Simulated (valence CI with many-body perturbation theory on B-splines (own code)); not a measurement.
Results of a calculation; reference values are marked as such.
Br28+: magnetic and hyperfine properties of the levels

Method: configuration interaction combined with many-body perturbation theory (CI+MBPT): five valence electrons over a frozen Dirac-Fock core [He], radial functions for each j: 11 s, 11 p, 10 d, 8 f, 5 g, 2 h, with the one-electron correlation potential Σ1, the two-electron term Σ2, the three-electron term Σ3, Breit, model QED; selected CI, second order for the rest, scaled by the run's own slope (own B-spline code, finite nucleus).

No measured spectrum was set against this ion. As an estimate, large intervals hold to a few tenths of a per cent, small ones and those within an open d or f shell to about a per cent. Among the levels kept, up to 5300 cm⁻¹ of a level comes from second order outside the variational space, and about a tenth of that is noise between levels of different J, which matters for small intervals.

A/g_I is the dipole constant over the nuclear g factor μ/I (μ in nuclear magnetons, uniformly magnetised nucleus), B/Q the quadrupole constant per barn. Both hold the static response of the core; the bare values leave it out. Large factors of s and p1/2 electrons are usually good to 5 to 10 %; those of open d and f shells near neutrality can be off by tens of per cent, and small factors of p3/2, d and f electrons come from cancelling terms and can be off by a factor of two or in sign, in half-filled shells by more. B is blank for J = 1/2, where it vanishes, and for nearly pure S terms. Energies count from the lowest level.

Levels are named by their leading jj configuration (3d3/2^4 stands for four electrons in 3d with j = 3/2), which in mixed levels can hold well under half, so a name can repeat and another be missing. Letters in brackets count levels of one name in rising energy.

```csv
Level,E (eV),g,A/g_I (MHz),A/g_I bare,B/Q (MHz/b),B/Q bare
(2s^2 2p1/2^2 2p3/2) J=3/2,0.0,1.577,51800,56900,82800,83100
(2s^2 2p1/2 2p3/2^2) J=3/2,42.0,1.297,21800,24800,70400,70600
(2s^2 2p1/2 2p3/2^2) J=5/2,54.1,1.193,141000,142000,-833,-836
(2s^2 2p1/2 2p3/2^2) J=1/2,70.1,0.656,411000,406000,,
(2s^2 2p3/2^3) J=3/2,110.2,1.241,78400,80700,-154000,-155000
(2s 2p1/2^2 2p3/2^2) J=5/2,161.9,1.551,313000,312000,96200,96500
(2s 2p1/2^2 2p3/2^2) J=3/2,190.8,1.558,83100,88500,-100000,-101000
(2s 2p1/2^2 2p3/2^2) J=1/2,192.7,2.459,943000,932000,,
(2s 2p1/2 2p3/2^3) J=3/2 [a],226.8,1.087,58000,59900,-123000,-124000
(2s 2p1/2 2p3/2^3) J=5/2,239.6,1.236,386000,381000,-232000,-233000
(2s 2p1/2 2p3/2^3) J=1/2,258.7,1.551,195000,196000,,
(2s 2p1/2 2p3/2^3) J=3/2 [b],269.0,1.202,32600,38500,60100,60200
(2s 2p3/2^4) J=1/2,315.3,1.306,1000000,977000,,
(2p1/2^2 2p3/2^3) J=3/2,403.2,1.327,66900,72300,-133000,-133000
(2p1/2 2p3/2^4) J=1/2,453.7,0.656,412000,405000,,
(2s^2 2p1/2^2 3s) J=1/2,1765.8,2.120,343000,339000,,
(2s^2 2p1/2^2 3p1/2) J=1/2,1802.7,0.675,112000,111000,,
(2s^2 2p1/2 2p3/2 3s) J=3/2 [a],1806.7,1.689,98000,99900,90900,91200
(2s^2 2p1/2 2p3/2 3s) J=1/2,1811.3,1.222,-122000,-114000,,
(2s^2 2p1/2 2p3/2 3s) J=5/2,1816.7,1.407,191000,192000,51400,51600
(2s^2 2p1/2 2p3/2 3s) J=3/2 [b],1820.5,1.051,128000,131000,39900,40100
(2s^2 2p1/2^2 3p3/2) J=3/2,1821.3,1.344,20800,22000,31100,31100
(2s^2 2p1/2 2p3/2 3p1/2) J=1/2,1843.4,1.610,-49600,-43100,,
(2s^2 2p1/2 2p3/2 3p1/2) J=3/2 [a],1847.5,1.164,97100,99000,3200,3220
(2s^2 2p1/2 2p3/2 3p1/2) J=5/2,1854.5,1.174,141000,143000,45900,46000
(2s^2 2p1/2 2p3/2 3p3/2) J=5/2 [a],1859.2,1.429,4920,7640,143000,143000
(2s^2 2p1/2 2p3/2 3p3/2) J=1/2 [a],1861.4,1.889,-97700,-92400,,
(2s^2 2p1/2^2 3d3/2) J=3/2,1861.6,0.757,14200,13800,2670,2770
(2s^2 2p1/2 2p3/2 3p3/2) J=3/2 [a],1864.2,1.281,94800,96000,-46300,-46500
(2s^2 2p3/2^2 3s) J=5/2,1866.4,1.381,139000,139000,85700,85900
(2s^2 2p1/2 2p3/2 3p1/2) J=3/2 [b],1868.0,1.522,119000,122000,42300,42400
(2s^2 2p1/2 2p3/2 3p3/2) J=7/2,1869.2,1.295,94700,96300,82100,82400
(2s^2 2p3/2^2 3s) J=3/2,1870.0,1.106,26500,30500,34600,34700
(2s^2 2p1/2^2 3d5/2) J=5/2,1870.0,1.198,3710,3850,-2500,-2390
(2s^2 2p1/2 2p3/2 3p3/2) J=3/2 [b],1874.1,1.265,41300,44000,45200,45400
(2s^2 2p1/2 2p3/2 3p3/2) J=5/2 [b],1879.1,1.181,121000,121000,18500,18600
(2s^2 2p1/2 2p3/2 3p3/2) J=1/2 [b],1886.6,0.748,388000,385000,,
(2s^2 2p3/2^2 3s) J=1/2,1891.0,1.979,354000,348000,,
(2s 2p1/2^2 2p3/2 3s) J=5/2,1899.4,1.887,336000,336000,34400,34500
(2s^2 2p1/2 2p3/2 3d3/2) J=3/2 [a],1903.3,0.955,25500,26600,-67000,-67200
```

(1) Take the isotope of mass number 81, with I = 3/2, μ = 2.2686 μN and Q = 0.2579 b. What is the hyperfine structure of (2s^2 2p1/2 2p3/2^2) J=1/2?

Answers

(1) From the table A = 621000 MHz. Shifts from the centre of gravity in MHz: F = 1: -776000, F = 2: 466000.
